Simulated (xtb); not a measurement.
BF2, SMILES F[B]F (connectivity only; charge and spin as stated), charge +1, multiplicity 1. All values are semi-empirical tight-binding results from xtb (GFN2-xTB unless named), good for trends rather than for accurate numbers. Geometry: GFN2-xTB. The multiplicity is an assumed one; other spin states were not compared. The isomer is the one that the SMILES or the coordinates give; other isomers of the formula were not compared.

Problem. Estimate the properties. (Estimate from the structure and the level; the computed values follow.)

Solution. 
```
Item                                              Result
----------------------------------------  --------------
point group as xtb finds it                          D∞h
orbital gap                                      8.29 eV
zero-point energy                           5.6 kcal/mol
G − E(el) at 298.15 K (modified RRHO)      -7.8 kcal/mol
static polarisability (D4 model)              18.4 bohr³
solvation energy, GFN2-xTB/ALPB(water)    -67.0 kcal/mol
solvation energy, GFN2-xTB/ALPB(acetone)  -55.6 kcal/mol
```

Problem. Give the IR lines (harmonic; lines under 4 % of the strongest left out, lines within 3 cm⁻¹ merged). (Estimate from the structure and the level; the computed values follow.)

Solution. ν (cm⁻¹): 360 (m), 2159 (vs) (against the strongest line: vs over 80 %, s over 45 %, m over 15 %, w over 4 %, vw less)
